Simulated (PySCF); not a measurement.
Cl3OSi, SMILES [O][Si](Cl)(Cl)Cl (connectivity only; charge and spin as stated), charge -1, multiplicity 1. Atoms are numbered in the order given.

```xyz
5

O      0.0000     0.0000     2.0508
Si     0.0000     0.0000     0.4996
Cl     1.6578    -0.9571    -0.4588
Cl     0.0000     1.9142    -0.4588
Cl    -1.6578    -0.9571    -0.4588
```
Charge -1, spin multiplicity 1.

Geometry: B3LYP-D3(BJ)/def2-SVPD. The spin state was assumed, not searched. The isomer is the one that the SMILES or the coordinates give; other isomers of the formula were not compared.

These are B3LYP/def2-SVPD run with PySCF values and carry that method's errors.

The molecule is in vacuum.

Computed frontier levels, gap, dipole moment and polarisability:
```yaml
highest_occupied_level: -3.13 eV
lowest_empty_level: 3.07 eV
orbital_gap: 6.19 eV
dipole_moment_about_the_centre_of_nuclear_charge: 3.29 D
mean_static_polarisability: 80.9 bohr³ (11.98 Å³)
polarisability_principal_values: 76.1, 83.2, 83.2 bohr³
```
